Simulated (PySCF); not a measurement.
# Telling isomers of C₃H₃BF₂ apart by NMR

[PySCF 2.14: J: B3LYP/pcJ-1; PBE0-D3(BJ)/def2-SVP structure; shieldings: GIAO PBE0/pcSseg-1; no solvent model; averaged over atoms made equivalent by symmetry, fast rotation or ring inversion; one computed conformer; no relativistic terms]

δ = σ(ref) − σ, references computed at the same level: 1H (σref 31.27), 13C (σref 184.41) vs TMS. Multiplet labels drop J under 1 Hz and among equivalent protons, and merge close values. Unscaled 3J(H,H) run several per cent high. Vicinal couplings that depend on rotamer populations or ring flexing (ring, CH–CH, X–H and H–F types) are those of the one conformer. Carbons bonded to boron are broad in practice. Shifts are as computed. Against solution values, carbons near 30 ppm lie about +2 ppm off and those near 130 ppm about +5 ppm. Of 1211 compounds with measured shifts, 218 miss one by over three times the rms of a fit or turn the order of signals round; such compounds aren't used in these exercises.

(1) Tabulate the signals of `CC#CB(F)F`, `FB(F)C1C=C1` and their relative energies.

(2) What is the quickest way to tell CC#CB(F)F from FB(F)C1C=C1?

## Answers

(1) 
```tsv
SMILES	carbon types	δC	δH	E rel. (kcal/mol)
CC#CB(F)F	2×C 1×CH3	110.0, 79.5, 5.5	2.01 (t, 3H)	0.0
FB(F)C1C=C1	3×CH	111.3, 1.4	6.95 (d, 2H), 0.74 (tt, 1H)	25.9
```

Energies are electronic energies at PBE0/pcSseg-1 on these geometries, without zero-point or thermal terms, each for the one conformer computed, which needn't be the lowest.

(2) Count the carbon signals: 3 against 2. The first has an alkyne carbon (C) at 110.0 ppm, the second an alkene CH at 111.3 ppm. In the proton spectra the most deshielded non-exchanging signals are 2.01 (t, J = 3.1 Hz, 3H) and 6.95 (d, J = 2.0 Hz, 2H).
